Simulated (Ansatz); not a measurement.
Consider the substitution at a C–C bond: `CC(C)CC(C)C` + `C[SiH](O)Cl` → `CO[SiH](C)Cl` + `CCCC(C)C`.

Isolated molecules relaxed with PBE0-D4/def2-TZVP in Ansatz; ΔE leaves out vibrations. CBS: MP2 limit from def2 TZ/QZ plus the TZ coupled-cluster correction, frozen cores. Functionals use def2-TZVPP. One conformer a species, not always the lowest.

| level | ΔE (kcal/mol) |
| --- | --- |
| PBE0-D4 | 13.6 |
| ωB97M-V | 13.8 |

(1) What does CCSD(T)/CBS give? (Estimate.)

Largest T1 diagnostic among the species: 0.010.

Answers

(1) Computed: +14.7 kcal/mol. The listed levels differ from it by -1.1, -0.9 kcal/mol.

In def2-TZVPP, CCSD(T) changes the Hartree–Fock value by +3.8 kcal/mol (the triples alone add +0.4 kcal/mol) and MP2 by +5.3 kcal/mol.
